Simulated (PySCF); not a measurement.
Isomers of C7H11NO, from PySCF, PBE0-D3(BJ)/def2-SVP geometry optimisation, gas phase. One conformer each, no zero-point energy, no frequencies.

Question: Which is lowest in electronic energy at this level?
A. `[CH2:1]=[CH:2][C:3](=[CH2:4])[C:5](=[O:6])[N:7]([CH3:8])[CH3:9]` with C1–C2–C3–C4 -178°, C2–C3–C5–O6 -105°, C3–C5–N7–C8 7°: A = 2163, B = 1343, C = 1160 MHz, dipole 3.56 D
B. `[CH:1]#[C:2][C:3](=[O:4])[NH:5][CH2:6][CH2:7][CH2:8][CH3:9]` with C2–C3–N5–C6 178°, C3–N5–C6–C7 -109°, N5–C6–C7–C8 60°, C6–C7–C8–C9 61°: A = 2825, B = 902.8, C = 836.7 MHz, dipole 3.69 D
C. `[CH2:1]=[C:2]1[CH2:3][CH2:4][C@@H:5]([NH:6][CH:7]=[O:8])[CH2:9]1` with C4–C5–N6–C7 -95°, C5–N6–C7–O8 -1°, C1–C2–C3–C4 170°, C2–C3–C4–C5 -20°, C3–C4–C5–N6 -79°, C4–C5–C9–C2 -41°: A = 3574, B = 994.8, C = 917.5 MHz, dipole 3.43 D

Answer: C. That is `C=C1CC[C@@H](NC=O)C1`, 23.8 kcal/mol below the next.

```csv
SMILES,mapped SMILES,E (Eh),relative (kcal/mol),relative (kJ/mol),dipole (D)
C=C1CC[C@@H](NC=O)C1,[CH2:1]=[C:2]1[CH2:3][CH2:4][C@@H:5]([NH:6][CH:7]=[O:8])[CH2:9]1,-402.59426,0.0,0.0,3.43
C=CC(=C)C(=O)N(C)C,[CH2:1]=[CH:2][C:3](=[CH2:4])[C:5](=[O:6])[N:7]([CH3:8])[CH3:9],-402.55638,23.8,99.5,3.56
C#CC(=O)NCCCC,[CH:1]#[C:2][C:3](=[O:4])[NH:5][CH2:6][CH2:7][CH2:8][CH3:9],-402.53700,35.9,150.3,3.69
```

As drawn, the lowest has a C=C bond outside aromatic rings, which the highest lacks; the highest has a C≡C bond, which the lowest lacks.
